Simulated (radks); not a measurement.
Results of a calculation; reference values are marked as such.
Q: The mean radii <r> (bohr) of the occupied orbitals of an atom or ion are listed with their occupations. Code: a radial shooting solver on a logarithmic mesh with Libxc functionals. Model: Dirac Kohn-Sham, PBE, spin-unpolarised, spherical densities, finite nucleus; Fermi nuclear charge, rms radius of each element as measured or else 0.836 A^(1/3) + 0.57 fm.

| orbital | occ. | <r> |
|---|---|---|
| 1s1/2 | 2 | 0.01867 |
| 2s1/2 | 2 | 0.07835 |
| 2p1/2 | 2 | 0.06487 |
| 2p3/2 | 4 | 0.07271 |
| 3s1/2 | 2 | 0.2043 |
| 3p1/2 | 2 | 0.1942 |
| 3p3/2 | 4 | 0.2088 |
| 3d3/2 | 4 | 0.1829 |
| 3d5/2 | 6 | 0.1874 |
| 4s1/2 | 2 | 0.4587 |
| 4p1/2 | 2 | 0.4645 |
| 4p3/2 | 4 | 0.4976 |
| 4d3/2 | 4 | 0.5165 |
| 4d5/2 | 6 | 0.5280 |
| 5s1/2 | 2 | 1.092 |
| 5p1/2 | 2 | 1.198 |
| 5p3/2 | 4 | 1.291 |
| 4f5/2 | 6 | 0.6295 |
| 4f7/2 | 8 | 0.6397 |
| 5d3/2 | 0.4 | 1.714 |
| 5d5/2 | 0.6 | 1.752 |

Name the element and its charge. Open shells, if any, are shared by 2j + 1.

A: Z = 73, tantalum, charge +4: Ta4+ in [Xe] 4f14 5d1. The 1s radius gives Z: for a bare nucleus <r> = (2 gamma + 1)/(2Z) with gamma = sqrt(1 - (Z/c)^2), 0.01844 bohr for Z = 73, and screening makes it slightly larger (0.01867 here). The occupations add up to 69, and the charge is Z minus that.
